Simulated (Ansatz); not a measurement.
Relaxation of CH4BFOZn (9 atoms, charge 0, multiplicity 1), to a largest force component of 0.015 eV/Å in at most 40 steps.

Theory: RKS PBE0-D4/def2-SVP (Ansatz).

```xyz
9
Properties=species:S:1:pos:R:3:forces:R:3
C -0.371 -1.056 0.055 -1.29 3.17 -1.22
B 0.722 -0.138 0.704 2.24 0.86 -1.74
O 1.774 0.406 -0.130 -3.47 1.32 1.79
Zn 0.338 2.384 -0.381 -0.75 -3.41 -2.42
F -1.080 1.871 -1.838 2.12 1.22 2.45
H -1.401 -0.505 0.208 1.58 -1.15 -0.16
H -0.212 -1.107 -1.044 -0.12 -0.18 0.39
H -0.389 -2.002 0.500 -0.33 -1.98 0.92
H 0.708 0.100 1.908 0.03 0.14 -0.01
```

Q: Where does it end, and by what steps?

A: It converged. After 23 steps the energy has fallen by 4.139 eV; O3 moved furthest, 1.20 Å. Joined: O3–Zn4 (2.46 → 1.79 Å).

```
step  energy less start (eV)  largest force component (eV/Å)  accepted
   0                  0.0000                           3.470       yes
   1                 -1.8127                           3.340       yes
   2                 -2.9794                           1.297       yes
   3                 -3.3789                           1.097       yes
   4                 -3.6566                           0.941       yes
   5                 -3.8666                           0.603       yes
   6                 -3.9527                           0.709       yes
   7                 -4.0472                           0.248       yes
   8                 -4.0873                           0.406       yes
   9                 -4.0988                           0.428       yes
  10                 -4.1083                           0.359       yes
  11                 -4.1132                           0.271       yes
  12                 -4.1193                           0.073       yes
  13                 -4.1234                           0.049       yes
  14                 -4.1165                           0.537        no
  15                 -4.1291                           0.051       yes
  16                 -4.1320                           0.186       yes
  17                 -4.1347                           0.110       yes
  18                 -4.1376                           0.016       yes
  19                 -4.1378                           0.143       yes
  20                 -4.1389                           0.040       yes
  21                 -4.1389                           0.043       yes
  22                 -4.1375                           0.161        no
  23                 -4.1391                           0.006       yes
```

```xyz
9
Properties=species:S:1:pos:R:3
C -0.433 -1.030 0.207
B 0.628 -0.080 0.896
O 0.975 1.125 0.414
Zn 0.254 1.773 -1.088
F -0.383 2.495 -2.529
H -1.271 -1.224 0.898
H -0.863 -0.648 -0.740
H 0.012 -2.017 -0.004
H 1.170 -0.439 1.929
```

Time of the run: 63 s on 2 threads of Intel(R) Xeon(R) Platinum 8488C (Sapphire Rapids) (shared host), peak memory 0.27 GiB.
